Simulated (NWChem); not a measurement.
System: CH4BClOS; SMILES CSB(O)Cl

Parts of the log:

```
             Northwest Computational Chemistry Package (NWChem) 7.3.0
             --------------------------------------------------------

                             Geometry "geometry" -> ""
                             -------------------------

 Output coordinates in angstroms (scale by  1.889725989 to convert to a.u.)

  No.       Tag          Charge          X              Y              Z
 ---- ---------------- ---------- -------------- -------------- --------------
    1 B                    5.0000     0.31363500     0.38729700     0.00000000
    2 Cl                  17.0000    -0.33124800     2.05805500     0.00000000
    3 O                    8.0000     1.65089900     0.16355700     0.00000000
    4 H                    1.0000     2.16857000     0.98375400     0.00000000
    5 S                   16.0000    -0.86408000    -0.98205100     0.00000000
    6 C                    6.0000     0.26622300    -2.43525600     0.00000000
    7 H                    1.0000     0.89467600    -2.43415400    -0.89204100
    8 H                    1.0000    -0.36847300    -3.32381800     0.00000000
    9 H                    1.0000     0.89467600    -2.43415400     0.89204100

 Effective nuclear repulsion energy (a.u.)     259.8943794691

                                 NWChem DFT Module
                                 -----------------

 Summary of "ao basis" -> "ao basis" (spherical)
 ------------------------------------------------------------------------------
       Tag                 Description            Shells   Functions and Types
 ---------------- ------------------------------  ------  ---------------------
 B                          def2-svp                 6       14   3s2p1d
 Cl                         def2-svp                 8       18   4s3p1d
 O                          def2-svp                 6       14   3s2p1d
 H                          def2-svp                 3        5   2s1p
 S                          def2-svp                 8       18   4s3p1d
 C                          def2-svp                 6       14   3s2p1d

            General Information
            -------------------
          SCF calculation type: DFT
          Wavefunction type:  closed shell.
          No. of atoms     :     9
          No. of electrons :    56
           Alpha electrons :    28
            Beta electrons :    28
          Charge           :     0
          Spin multiplicity:     1
          Use of symmetry is: off; symmetry adaption is: off
          Maximum number of iterations: 150
          AO basis - number of functions:    98
                     number of shells:    46
          Convergence on energy requested:  1.00D-06
          Convergence on density requested:  1.00D-05
          Convergence on gradient requested:  5.00D-04

              XC Information
              --------------
                         B3LYP Method XC Potential
                     Hartree-Fock (Exact) Exchange  0.200
                        Slater Exchange Functional  0.800 local
                    Becke 1988 Exchange Functional  0.720 non-local
              Lee-Yang-Parr Correlation Functional  0.810
                  VWN I RPA Correlation Functional  0.190 local

             Grid Information
             ----------------
          Grid used for XC integration:  medium
          Radial quadrature: Mura-Knowles
          Angular quadrature: Lebedev.
          Tag              B.-S. Rad. Rad. Pts. Rad. Cut. Ang. Pts.
          ---              ---------- --------- --------- ---------
          B                   0.85       49          10.0       434
          Cl                  1.00       88          13.0       590
          O                   0.60       49          11.0       434
          H                   0.35       45          12.0       434
          S                   1.00       88          10.0       590
          C                   0.70       49          11.0       434
          Grid pruning is: on
          Number of quadrature shells:   503
          Spatial weights used:  Erf1

      Superposition of Atomic Density Guess
      -------------------------------------

 Sum of atomic energies:        -995.48791275

      Non-variational initial energy
      ------------------------------

 Total energy =    -997.468406
 1-e energy   =   -1889.345552
 2-e energy   =     631.982767
 HOMO         =      -0.300863
 LUMO         =       0.064184

     ---------------------------------------------
      Total Density - Mulliken Population Analysis
     ---------------------------------------------

    Atom       Charge   Shell Charges
 -----------   ------   -------------------------------------------------------
    1 B    5     4.39   1.99  0.81  0.10  1.09  0.26  0.15
    2 Cl  17    17.31   2.00  1.99  1.22  0.70  5.94  2.16  3.28  0.01
    3 O    8     8.52   1.99  1.10  0.57  3.07  1.77  0.01
    4 H    1     0.65   0.52  0.07  0.06
    5 S   16    16.26   2.00  1.99  1.19  0.63  5.94  1.78  2.67  0.05
    6 C    6     6.20   1.99  0.94  0.25  1.93  1.07  0.02
    7 H    1     0.89   0.67  0.19  0.02
    8 H    1     0.89   0.67  0.19  0.02
    9 H    1     0.89   0.67  0.19  0.02

   convergence    iter        energy       DeltaE   RMS-Dens  Diis-err
 ---------------- ----- ----------------- --------- --------- ---------
 d= 0,ls=0.0,diis     1   -998.6797083670 -1.26D+03  1.19D-02  7.31D-01
 d= 0,ls=0.0,diis     2   -998.6630183751  1.67D-02  6.68D-03  9.70D-01
 d= 0,ls=0.0,diis     3   -998.7615411166 -9.85D-02  1.43D-03  5.14D-02
 d= 0,ls=0.0,diis     4   -998.7656220763 -4.08D-03  6.96D-04  7.37D-03
 d= 0,ls=0.0,diis     5   -998.7665066275 -8.85D-04  1.51D-04  3.19D-04
  Resetting Diis
 d= 0,ls=0.0,diis     6   -998.7665463297 -3.97D-05  3.05D-05  6.14D-06
 d= 0,ls=0.0,diis     7   -998.7665470163 -6.87D-07  2.39D-05  1.38D-06
 d= 0,ls=0.0,diis     8   -998.7665468428  1.74D-07  1.34D-05  2.52D-06
 d= 0,ls=0.0,diis     9   -998.7665472282 -3.85D-07  1.21D-06  1.46D-08

         Total DFT energy =     -998.766547228194
      One electron energy =    -1893.280811597202
           Coulomb energy =      708.216833671388
    Exchange-Corr. energy =      -73.596948771522
 Nuclear repulsion energy =      259.894379469142

 Numeric. integr. density =       55.999995446751

                       DFT Final Molecular Orbital Analysis
                       ------------------------------------

 Vector   26  Occ=2.000000D+00  E=-3.200217D-01
              MO Center= -5.1D-01, -2.4D-01,  7.4D-10, r^2= 4.1D+00
   Bfn.  Coefficient  Atom+Function         Bfn.  Coefficient  Atom+Function
  ----- ------------  ---------------      ----- ------------  ---------------
    62     -0.361137  5 S  px                25      0.330836  2 Cl px
    59     -0.316574  5 S  px                22      0.255270  2 Cl px
    55      0.253021  5 S  s                 54      0.197901  5 S  s
    73      0.182675  6 C  px                56     -0.179682  5 S  px
    37     -0.158207  3 O  py                19      0.147419  2 Cl px

 Vector   27  Occ=2.000000D+00  E=-3.127315D-01
              MO Center= -3.8D-01,  8.7D-01,  9.3D-11, r^2= 3.9D+00
   Bfn.  Coefficient  Atom+Function         Bfn.  Coefficient  Atom+Function
  ----- ------------  ---------------      ----- ------------  ---------------
    25      0.451802  2 Cl px                22      0.341306  2 Cl px
    62      0.268803  5 S  px                26      0.221644  2 Cl py
    59      0.206644  5 S  px                19      0.197366  2 Cl px
    23      0.172635  2 Cl py                 5      0.143807  1 B  py
    63      0.123891  5 S  py                56      0.119318  5 S  px

 Vector   28  Occ=2.000000D+00  E=-2.518909D-01
              MO Center= -5.8D-01, -8.1D-01, -4.4D-10, r^2= 2.4D+00
   Bfn.  Coefficient  Atom+Function         Bfn.  Coefficient  Atom+Function
  ----- ------------  ---------------      ----- ------------  ---------------
    64      0.595935  5 S  pz                61      0.423910  5 S  pz
    58      0.240368  5 S  pz                27     -0.168324  2 Cl pz
    38     -0.134270  3 O  pz                84      0.120266  7 H  s
    94     -0.120266  9 H  s                  6     -0.117418  1 B  pz
    24     -0.116176  2 Cl pz                41     -0.113130  3 O  pz

 Vector   29  Occ=0.000000D+00  E= 9.572268D-03
              MO Center=  2.2D-01,  2.5D-01, -1.1D-09, r^2= 2.9D+00
   Bfn.  Coefficient  Atom+Function         Bfn.  Coefficient  Atom+Function
  ----- ------------  ---------------      ----- ------------  ---------------
     6      0.605775  1 B  pz                 9     -0.587915  1 B  pz
    64      0.363389  5 S  pz                27      0.304233  2 Cl pz
    41      0.297472  3 O  pz                38      0.274636  3 O  pz
    61      0.172722  5 S  pz                85      0.170185  7 H  s
    95     -0.170185  9 H  s                 78      0.159531  6 C  pz

 Vector   30  Occ=0.000000D+00  E= 2.781412D-02
              MO Center=  6.2D-01, -8.4D-01,  2.4D-09, r^2= 6.5D+00
   Bfn.  Coefficient  Atom+Function         Bfn.  Coefficient  Atom+Function
  ----- ------------  ---------------      ----- ------------  ---------------
    72      1.637954  6 C  s                 48     -0.646418  4 H  s
    63      0.599128  5 S  py                35      0.588097  3 O  s
    90     -0.589980  8 H  s                 85     -0.536585  7 H  s
    95     -0.536585  9 H  s                 55     -0.436620  5 S  s
    62     -0.245383  5 S  px                71      0.242739  6 C  s

 Vector   31  Occ=0.000000D+00  E= 5.119070D-02
              MO Center=  1.1D+00,  1.1D-01, -9.5D-10, r^2= 6.1D+00
   Bfn.  Coefficient  Atom+Function         Bfn.  Coefficient  Atom+Function
  ----- ------------  ---------------      ----- ------------  ---------------
    48      1.020561  4 H  s                 55     -0.814067  5 S  s
    72      0.774955  6 C  s                  3      0.627472  1 B  s
    35     -0.538999  3 O  s                 62     -0.493401  5 S  px
    77      0.379774  6 C  py                 7     -0.355204  1 B  px
    76     -0.280731  6 C  px                63      0.276485  5 S  py

     ---------------------------------------------
      Total Density - Mulliken Population Analysis
     ---------------------------------------------

    Atom       Charge   Shell Charges
 -----------   ------   -------------------------------------------------------
    1 B    5     4.98   1.99  0.82  0.03  1.58  0.39  0.17
    2 Cl  17    17.13   2.00  1.98  1.27  0.66  5.93  2.17  3.09  0.02
    3 O    8     8.10   1.99  1.08  0.54  2.91  1.57  0.01
    4 H    1     0.81   0.68  0.06  0.07
    5 S   16    16.08   2.00  1.98  1.26  0.58  5.93  1.85  2.42  0.07
    6 C    6     6.08   1.99  0.92  0.17  2.09  0.88  0.03
    7 H    1     0.94   0.74  0.18  0.02
    8 H    1     0.95   0.74  0.19  0.02
    9 H    1     0.94   0.74  0.18  0.02

     -------------------------------------------
      Total Density - Lowdin Population Analysis
     -------------------------------------------

    Atom       Charge   Shell Charges
 -----------   ------   -------------------------------------------------------
    1 B    5     5.49   1.96  0.56  0.26  1.45  0.87  0.38
    2 Cl  17    16.87   2.00  1.95  1.02  0.74  5.82  2.27  3.04  0.02
    3 O    8     7.99   1.97  0.85  0.55  2.71  1.88  0.02
    4 H    1     0.89   0.55  0.17  0.17
    5 S   16    15.72   2.00  1.95  0.95  0.61  5.81  1.92  2.40  0.08
    6 C    6     6.13   1.96  0.60  0.33  1.86  1.31  0.07
    7 H    1     0.97   0.64  0.26  0.07
    8 H    1     0.97   0.64  0.26  0.07
    9 H    1     0.97   0.64  0.26  0.07

     Multipole analysis of the density
     ---------------------------------

     L   x y z        total         alpha         beta         nuclear
     -   - - -        -----         -----         ----         -------
     0   0 0 0     -0.000000    -28.000000    -28.000000     56.000000

     1   1 0 0      0.807867     -0.073844     -0.073844      0.955555
     1   0 1 0     -0.224539     -0.772872     -0.772872      1.321206
     1   0 0 1      0.000000      0.000000      0.000000      0.000000

     2   2 0 0    -31.251621    -92.353088    -92.353088    153.454555
     2   1 1 0      1.892648      1.182287      1.182287     -0.471926
     2   1 0 1     -0.000000     -0.000000     -0.000000      0.000000
     2   0 2 0    -29.575753   -278.775958   -278.775958    527.976164
     2   0 1 1     -0.000000     -0.000000     -0.000000      0.000000
     2   0 0 2    -32.601422    -19.142339    -19.142339      5.683257

                     NWChem Electrostatic Potential Fit Module
                     -----------------------------------------

 Atom parameters

 Number of atoms is                                    9
 Number of basis functions is                         98

 Grid parameters

 Maximum number of grid points is                  37911
 Number of grid points is                          37910
 Grid range                                     0.300000 nm
 Grid spacing                                   0.020000 nm
 Probe radius                                   0.070000 nm
 Atom radius factor                             1.000000

 Atomic radii

    1    0.100000
    5    0.158000
    6    0.147000
    8    0.136000
   16    0.174000
   17    0.169000
 FASTESP  F
  using M.O. file = ./job.movecs

    Atom              Coordinates                           Charge

                                                  ESP

    1 B     0.031364    0.038730    0.000000    0.438788
    2 Cl   -0.033125    0.205806    0.000000   -0.201592
    3 O     0.165090    0.016356    0.000000   -0.509405
    4 H     0.216857    0.098375    0.000000    0.366398
    5 S    -0.086408   -0.098205    0.000000   -0.283930
    6 C     0.026622   -0.243526    0.000000    0.179565
    7 H     0.089468   -0.243415   -0.089204   -0.004978
    8 H    -0.036847   -0.332382    0.000000    0.020624
    9 H     0.089468   -0.243415    0.089204   -0.005471
                                            ------------
                                               -0.000000

 Dipole moment                                  0.880702

 Quadrupole moment Qxx                         -5.504192
                   Qyy                          5.725331
                   Qzz                         -0.221139

 RMS deviation kJ/mol                           0.073412

 RRMS %                                        36.619167
```

Level: B3LYP/def2-SVP. Geometry: optimised at B3LYP/6-31G* (spherical d). B3LYP is NWChem's, with the RPA form of VWN correlation.

Problem. Which NWChem input produces such a log?

Solution. One answer among several that fit: the input that was run:
```
start job
memory heap 200 mb stack 900 mb global 1100 mb
geometry units angstroms noautosym nocenter noautoz
  B      0.313635     0.387297     0.000000
  Cl    -0.331248     2.058055     0.000000
  O      1.650899     0.163557     0.000000
  H      2.168570     0.983754     0.000000
  S     -0.864080    -0.982051     0.000000
  C      0.266223    -2.435256     0.000000
  H      0.894676    -2.434154    -0.892041
  H     -0.368473    -3.323818     0.000000
  H      0.894676    -2.434154     0.892041
end
basis spherical
  * library def2-svp
end
dft
  xc b3lyp
  iterations 150
  mulliken
end
task dft energy
esp
  recalculate
  probe 0.07
  range 0.3
  factor 1.0
  spacing 0.02
end
task esp
```
